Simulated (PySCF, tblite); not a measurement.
Species: C6H18N2Si.
Cartesian coordinates in Å at the GFN2-xTB level; atoms count from 1:
```xyz
27
C6H18N2Si angstrom
C      1.780   -0.770   -1.211
N      1.291    0.298   -0.367
Si     2.271    1.632    0.115
N      0.263    0.008    0.545
C      0.595   -1.040    1.483
C     -1.111    0.018    0.018
C     -1.182    0.974   -1.175
C     -1.649   -1.361   -0.401
C     -2.011    0.577    1.132
H      2.484   -0.341   -1.919
H      2.299   -1.554   -0.646
H      0.963   -1.231   -1.769
H      3.263    1.353    1.169
H      1.336    2.641    0.598
H      2.997    2.034   -1.091
H      0.633   -2.047    1.041
H      1.576   -0.812    1.901
H     -0.128   -1.043    2.295
H     -2.216    1.088   -1.491
H     -0.602    0.603   -2.015
H     -0.789    1.947   -0.894
H     -1.678   -2.043    0.445
H     -2.663   -1.252   -0.780
H     -1.042   -1.807   -1.185
H     -1.603    1.517    1.494
H     -2.082   -0.114    1.968
H     -3.015    0.750    0.752
```

Method used: PBE0/pcSseg-1 in PySCF (dipole) on a GFN2-xTB geometry, gas phase.

Take the most abundant isotopes and a rigid rotor. The values belong to one conformer with, in the numbering `[CH3:1][N:2]([SiH3:3])[N:4]([CH3:5])[C:6]([CH3:7])([CH3:8])[CH3:9]`, C1–N2–N4–C5 58°.

Q: Give the principal moments of inertia and the rotational constants in cm⁻¹.

A: Ia = 259.19, Ib = 529.27, Ic = 550.99 u·Å²; 505379 MHz·u·Å²/I gives 1950, 954.9 and 917.2 MHz, that is A = 0.06504, B = 0.03185, C = 0.03060 cm⁻¹.

Q: Classify the top.

A: A near-prolate asymmetric top; Ray's κ = -0.927.

Q: Is it planar, by Δ = Ic − Ia − Ib?

A: Not planar: Δ = Ic − Ia − Ib = -237.47 u·Å². For a rigid frame Δ = −2 Σ m c², so Σ m c² = 118.73 u·Å² lies off the ab plane: 35.97 from hydrogen and 82.76 from heavier atoms. The atom farthest from that plane is 2.30 Å away.

Q: Give the other two planar moments, Paa and Pbb, and the rms extents of the mass along the axes.

A: Paa = Σ m a² = (Ib + Ic − Ia)/2 = 410.53 and Pbb = Σ m b² = (Ia + Ic − Ib)/2 = 140.45 u·Å². With the mass M = 146.12 u, the rms extents √(P/M) along a, b and c are 1.68, 0.98, 0.90 Å.

Q: List the rotational levels J(Ka,Kc) to J = 4 (MHz).

A: Above 0(0,0):
J = 1: 1(0,1) 1872, 1(1,1) 2867, 1(1,0) 2905
J = 2: 2(0,2) 5615, 2(1,2) 6574, 2(1,1) 6687, 2(2,1) 9672, 2(2,0) 9673
J = 3: 3(0,3) 11227, 3(1,3) 12133, 3(1,2) 12359, 3(2,2) 15288, 3(2,1) 15293, 3(3,1) 20358, 3(3,0) 20358
J = 4: 4(0,4) 18705, 4(1,4) 19544, 4(1,3) 19920, 4(2,3) 22775, 4(2,2) 22791, 4(3,2) 27848, 4(3,1) 27848, 4(4,1) 34943, 4(4,0) 34943
The levels of one J sum to (2J + 1)J(J + 1)(A + B + C)/3.

Q: Predict some low-J microwave lines.

A: The dipole components are |μa| = 0.71 D, |μb| = 1.10 D, |μc| = 0.19 D. Intensities carry the squares of the components, which stand as 0.41 : 1.00 : 0.03 (a : b : c). Some lines, for components of 0.1 D or more:

```
type  branch         J(Ka,Kc)   MHz  lower level (cm⁻¹)
   c       Q  2(1,2) ← 2(0,2)   958               0.187
   c       Q  1(1,1) ← 1(0,1)   995               0.062
   b       Q  1(1,0) ← 1(0,1)  1033               0.062
   b       Q  2(1,1) ← 2(0,2)  1071               0.187
   a       R  1(0,1) ← 0(0,0)  1872               0.000
   b       R  2(0,2) ← 1(1,1)  2748               0.096
   b       R  1(1,1) ← 0(0,0)  2867               0.000
   c       R  1(1,0) ← 0(0,0)  2905               0.000
   c       Q  2(2,1) ← 2(1,1)  2985               0.223
   b       Q  2(2,0) ← 2(1,1)  2986               0.223
   b       Q  2(2,1) ← 2(1,2)  3098               0.219
   a       R  2(1,2) ← 1(1,1)  3707               0.096
   a       R  2(1,1) ← 1(1,0)  3782               0.097
   b       R  2(1,2) ← 1(0,1)  4702               0.062
   c       R  2(1,1) ← 1(0,1)  4814               0.062
   b       R  2(2,1) ← 1(1,0)  6767               0.097
   c       R  2(2,0) ← 1(1,0)  6768               0.097
   c       R  2(2,1) ← 1(1,1)  6804               0.096
   b       R  2(2,0) ← 1(1,1)  6806               0.096
```

Q: Estimate the classical rotational partition function at 50 K, 200 K and 500 K.

A: Point group C1, symmetry number σ = 1; q = (√π/σ)·√((kT/h)³/(ABC)), k/h = 20836.6 MHz/K: 45600 at 50 K, 365000 at 200 K, 1440000 at 500 K.

Its GFN2-xTB frequencies are all real (lowest 56 cm⁻¹). No vibrational averaging or centrifugal distortion is included, and the geometry carries the error of its method. A rigid rotor knows nothing of internal rotation, which can split or shift real lines. Quadrupole hyperfine structure (14N) is left out.
